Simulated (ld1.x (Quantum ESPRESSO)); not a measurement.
## An all-electron radial function and its pseudo partner (Mo)

Columns: radius, all-electron u(r) and pseudo u(r) of the 5p shell (level -12.69 eV) of molybdenum in the configuration [Kr] 4d4 5s0 5p0; PBE, scalar-relativistic, TM scheme, ld1.x (Quantum ESPRESSO) 7.5.

```json
{"r (bohr)": "0.165", "all-electron": "-0.0119", "pseudo": "-0.0024"}
{"r (bohr)": "0.330", "all-electron": "-0.1755", "pseudo": "-0.0098"}
{"r (bohr)": "0.495", "all-electron": "-0.0190", "pseudo": "-0.0222"}
{"r (bohr)": "0.660", "all-electron": "0.1755", "pseudo": "-0.0398"}
{"r (bohr)": "0.825", "all-electron": "0.2818", "pseudo": "-0.0630"}
{"r (bohr)": "0.990", "all-electron": "0.2906", "pseudo": "-0.0921"}
{"r (bohr)": "1.155", "all-electron": "0.2284", "pseudo": "-0.1272"}
{"r (bohr)": "1.320", "all-electron": "0.1259", "pseudo": "-0.1685"}
{"r (bohr)": "1.485", "all-electron": "0.0066", "pseudo": "-0.2158"}
{"r (bohr)": "1.650", "all-electron": "-0.1138", "pseudo": "-0.2682"}
{"r (bohr)": "1.815", "all-electron": "-0.2261", "pseudo": "-0.3243"}
{"r (bohr)": "1.980", "all-electron": "-0.3254", "pseudo": "-0.3819"}
{"r (bohr)": "2.145", "all-electron": "-0.4093", "pseudo": "-0.4381"}
{"r (bohr)": "2.310", "all-electron": "-0.4773", "pseudo": "-0.4900"}
{"r (bohr)": "2.475", "all-electron": "-0.5299", "pseudo": "-0.5345"}
{"r (bohr)": "2.640", "all-electron": "-0.5684", "pseudo": "-0.5696"}
{"r (bohr)": "2.805", "all-electron": "-0.5939", "pseudo": "-0.5941"}
{"r (bohr)": "2.970", "all-electron": "-0.6082", "pseudo": "-0.6082"}
{"r (bohr)": "3.135", "all-electron": "-0.6126", "pseudo": "-0.6126"}
{"r (bohr)": "3.300", "all-electron": "-0.6089", "pseudo": "-0.6089"}
{"r (bohr)": "3.465", "all-electron": "-0.5982", "pseudo": "-0.5982"}
{"r (bohr)": "3.630", "all-electron": "-0.5819", "pseudo": "-0.5819"}
{"r (bohr)": "3.795", "all-electron": "-0.5612", "pseudo": "-0.5612"}
{"r (bohr)": "3.960", "all-electron": "-0.5370", "pseudo": "-0.5370"}
{"r (bohr)": "4.125", "all-electron": "-0.5104", "pseudo": "-0.5104"}
{"r (bohr)": "4.290", "all-electron": "-0.4821", "pseudo": "-0.4821"}
```

(1) How many radial nodes do the two functions have?

(2) At about which radius was the pseudo-wave matched?

(3) Where does each function peak?

(4) Is the pseudo-wave norm-conserving?

Answers

(1) The all-electron 5p function has n − l − 1 = 3 (the table is too coarse to show those close to the nucleus); the pseudo-wave has 0, since the states of the same l below it are removed with the core.

(2) 3.30 bohr. The columns agree to 0.0005 from 2.81 bohr on; several derivatives are matched, so the curves merge somewhat inside the radius.

(3) Outermost all-electron maximum near 3.13 bohr, pseudo maximum near 3.13 bohr (to the table’s step).

(4) Yes: the TM scheme keeps the norm inside the radius equal to the all-electron one, which fixes the energy derivative of the logarithmic derivative at the level.
